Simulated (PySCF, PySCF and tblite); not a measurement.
A run on one conformer of C11H14O, numbered as in [CH3:1][CH2:2][CH2:3][CH2:4][C:5](=[O:6])[c:7]1[cH:8][cH:9][cH:10][cH:11][cH:12]1, from an ensemble study. The sound level was PBE0/6-31G* on GFN2-xTB geometries.

Input:

```
{"job": {"xc": "PBE0", "basis": "6-31G*", "scf": {"max_cycle": 54}, "kind": "nmr", "pop": false}, "charge": 0, "multiplicity": 2}
C     -4.580857    -0.379396     0.110259
C     -3.146357    -0.888880     0.170216
C     -2.138152     0.254315     0.102697
C     -0.699948    -0.252105     0.162460
C      0.304267     0.879711     0.095914
O     -0.040433     2.037077     0.004856
C      1.744986     0.508474     0.146891
C      2.678661     1.544322     0.088034
C      4.033142     1.279671     0.129461
C      4.476982    -0.028953     0.230906
C      3.559932    -1.066177     0.290341
C      2.202736    -0.804403     0.249032
H     -4.753182     0.164107    -0.815924
H     -4.781432     0.292303     0.941820
H     -5.284740    -1.207116     0.159278
H     -2.998984    -1.447823     1.097887
H     -2.971543    -1.576309    -0.661400
H     -2.278927     0.817136    -0.821971
H     -2.306641     0.944976     0.931078
H     -0.536994    -0.805261     1.091204
H     -0.509008    -0.933682    -0.670706
H      2.311219     2.556827     0.009088
H      4.744438     2.090890     0.082917
H      5.535454    -0.241473     0.263523
H      3.905728    -2.086565     0.369474
H      1.508611    -1.629052     0.296737
```

Command: OMP_NUM_THREADS=1 python ens_run.py task.json out

Output:

```
RuntimeError: Electron number 88 and spin 1 are not consistent
Note mol.spin = 2S = Nalpha - Nbeta, not 2S+1
```

What is wrong with this calculation?

The setting at fault: wrong multiplicity. The program refused the input.
